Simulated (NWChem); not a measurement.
Species: Si2NH7O; SMILES N[SiH2]O[SiH3]

```xyz
11

Si     0.2573     1.8031    -0.0284
O     -0.7441     0.4761     0.1637
Si    -0.5542    -1.1864    -0.0600
N      1.0763    -1.7579     0.0557
H      0.9263     1.7962    -1.3803
H     -0.5819     3.0401     0.0969
H      1.3330     1.8316     1.0263
H     -1.3671    -1.8368     1.0154
H     -1.0332    -1.5332    -1.4387
H      1.5746    -1.7736     0.9479
H      1.7238    -1.6618    -0.7291
```
Atoms are numbered in this order, from 1.

All runs: NWChem. All runs use the structure optimised with PBE-D3(BJ)/def2-SVP. Total energies compare along this basis series because the functional is fixed.

| level | basis functions | energy (Ha) | highest occupied level (eV) | orbital gap (eV) | dipole (D) |
|---|---|---|---|---|---|
| PBE0/cc-pVDZ | 99 | -712.8604 | -7.55 | 8.19 | 1.84 |
| PBE0/aug-cc-pVDZ | 163 | -712.8789 | -7.81 | 7.43 | 1.56 |
| PBE0/cc-pVTZ | 226 | -712.9556 | -7.77 | ___ | ___ |

Question: Complete the blanks.

Answer: 
- PBE0/cc-pVTZ, orbital gap (eV): 8.05
- PBE0/cc-pVTZ, dipole (D): 1.68
